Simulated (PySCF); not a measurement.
A survey of $^{17}$O NMR shifts

Computational details: GFN2-xTB geometry, shielding tensors at PBE0/pcSseg-1 (GIAO), in PySCF 2.14.0 with density-fitted response routines (one conformer, gas phase, relativity neglected, averaged over atoms made equivalent by symmetry, fast rotation or ring inversion).

Shieldings were converted by a linear fit to measured shifts: $^{17}$O: δ = 266.70 − 0.911σ (rms 10.7 ppm, 155 shifts, 12.2 ppm with the 3 outliers that the fit left out vs liquid water, solution or neat liquid). A few per cent of atoms miss by over 2 rms, more outside the fitted compound classes.

Task: Give the $^{17}$O shifts of `O=P1(C(F)(F)F)CCOCC1`, `FCO/C=C\C(F)F`, `Cc1pcpcc1C=O`, `CC(=O)[Si@@H](O[SiH3])[Si@H](C)P`, `C#CC(C)=O`.

Result: 
| compound | environment | δ (ppm) |
| --- | --- | --- |
| [O:1]=[P:2]1([C:3]([F:4])([F:5])[F:6])[CH2:7][CH2:8][O:9][CH2:10][CH2:11]1 | O1: P=O oxygen | 52.4 |
| [O:1]=[P:2]1([C:3]([F:4])([F:5])[F:6])[CH2:7][CH2:8][O:9][CH2:10][CH2:11]1 | O9: ether oxygen | 2.7 |
| FCO/C=C\C(F)F | ether oxygen | 105.1 |
| Cc1pcpcc1C=O | aldehyde oxygen | 619.0 |
| [CH3:1][C:2](=[O:3])[Si@@H:4]([O:5][SiH3:6])[Si@H:7]([CH3:8])[PH2:9] | O3: carbonyl oxygen | 726.2 |
| [CH3:1][C:2](=[O:3])[Si@@H:4]([O:5][SiH3:6])[Si@H:7]([CH3:8])[PH2:9] | O5: oxygen bonded to 2 Si | -29.2 |
| C#CC(C)=O | ketone oxygen | 609.9 |
